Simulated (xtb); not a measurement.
C3F3, doublet, at a GFN2-xTB geometry. Base run: GFN2-xTB (xtb).

Geometry (Å):
```xyz
6

C      2.4042     0.0202     0.0848
C      1.2120     0.0102     0.0428
C     -0.2620    -0.0022    -0.0092
F     -0.7098    -0.9770    -0.8022
F     -0.7871    -0.1935     1.2021
F     -0.7392     1.1517    -0.4788
```
Charge 0, spin multiplicity 2.
All else is at xtb's defaults.
Base energy -20.41920 Eh.

The base run was repeated with changes; each row names its change, and settings that it needs were set with it.

| change | ΔE vs base (mEh) | dipole (D) | SCF cycles |
|---|---|---|---|
| base | 0.000 | 1.42 | 10 |
| file = coord | 0.000 | 1.42 | 10 |
| etemp = 10000 | -44.044 | 0.08 | 11 |
| acc = 30 | 0.000 | 1.42 | 9 |
| acc = 1000 | 0.002 | 1.41 | 7 |
| etemp = 5000 | -9.336 | 0.88 | 10 |
